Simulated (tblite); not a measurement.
Compound: C4H7OP2Si (charge -1).
Z-matrix (Å and degrees, GFN2-xTB geometry), rows numbered from 1:
```
C 
O   1  1.3915
C   2  1.3797  1  114.47
P   3  1.7375  2  116.86  1   179.97
C   4  1.7687  3   93.26  2  -179.99
Si  5  1.8581  4  121.01  3   179.96
C   5  1.3734  4  116.08  3    -0.01
P   7  1.7419  5  119.13  4     0.00
H   1  1.0995  2  111.01  3   -59.71
H   1  1.0922  2  107.21  3  -179.94
H   1  1.0995  2  111.01  3    59.81
H   6  1.4744  5  114.02  4   -61.02
H   6  1.4744  5  114.02  4    60.54
H   6  1.4758  5  110.24  4   179.77
H   7  1.0846  5  121.95  4   179.98
```

Computed geometry: GFN2-xTB, gas phase.

Masses are those of the commonest isotopes; rigid-rotor values at the optimised geometry. The values belong to one conformer with, in the numbering `[CH3:1][O:2][c:3]1[p:4][c:5]([SiH3:6])[cH:7][p-:8]1`, C1–O2–C3–P4 180°.

(1) What are A, B and C (GHz)?

(2) Classify the top.

(3) What does the inertial defect say?

(4) Give the other two planar moments, Paa and Pbb, and the rms extents of the mass along the axes.

(5) Where do the levels up to J = 5 lie, in cm⁻¹?

(6) Estimate the classical rotational partition function at 10 K, 50 K and 200 K.

Answers

(1) Ia = 166.85, Ib = 692.52, Ic = 850.63 u·Å²; 505379 MHz·u·Å²/I gives 3029, 729.8 and 594.1 MHz, that is A = 3.0289, B = 0.7298, C = 0.5941 GHz.

(2) An asymmetric top. Ray's parameter κ = (2B − A − C)/(A − C) = -0.889; −1 is the prolate and +1 the oblate limit.

(3) Not planar: Δ = Ic − Ia − Ib = -8.74 u·Å². For a rigid frame Δ = −2 Σ m c², so Σ m c² = 4.37 u·Å² lies off the ab plane, practically all of it from hydrogen. The atom farthest from that plane is 1.18 Å away.

(4) Paa = Σ m a² = (Ib + Ic − Ia)/2 = 688.15 and Pbb = Σ m b² = (Ia + Ic − Ib)/2 = 162.48 u·Å². With the mass M = 160.97 u, the rms extents √(P/M) along a, b and c are 2.07, 1.00, 0.16 Å.

(5) Above 0(0,0):
J = 1: 1(0,1) 0.0442, 1(1,1) 0.1209, 1(1,0) 0.1254
J = 2: 2(0,2) 0.1323, 2(1,2) 0.2046, 2(1,1) 0.2182, 2(2,1) 0.4483, 2(2,0) 0.4485
J = 3: 3(0,3) 0.2640, 3(1,3) 0.3302, 3(1,2) 0.3574, 3(2,2) 0.5808, 3(2,1) 0.5817, 3(3,1) 0.9757, 3(3,0) 0.9757
J = 4: 4(0,4) 0.4387, 4(1,4) 0.4974, 4(1,3) 0.5426, 4(2,3) 0.7573, 4(2,2) 0.7602, 4(3,2) 1.1527, 4(3,1) 1.1527, 4(4,1) 1.7050, 4(4,0) 1.7050
J = 5: 5(0,5) 0.6557, 5(1,5) 0.7061, 5(1,4) 0.7739, 5(2,4) 0.9776, 5(2,3) 0.9843, 5(3,3) 1.3741, 5(3,2) 1.3742, 5(4,2) 1.9263, 5(4,1) 1.9263, 5(5,1) 2.6364, 5(5,0) 2.6364

(6) Point group Cs, symmetry number σ = 1; q = (√π/σ)·√((kT/h)³/(ABC)), k/h = 20836.6 MHz/K: 4650 at 10 K, 52000 at 50 K, 416000 at 200 K.

Its GFN2-xTB frequencies are all real (lowest 51 cm⁻¹). Constants of a rigid frame at the computed geometry: no zero-point averaging, no centrifugal distortion.
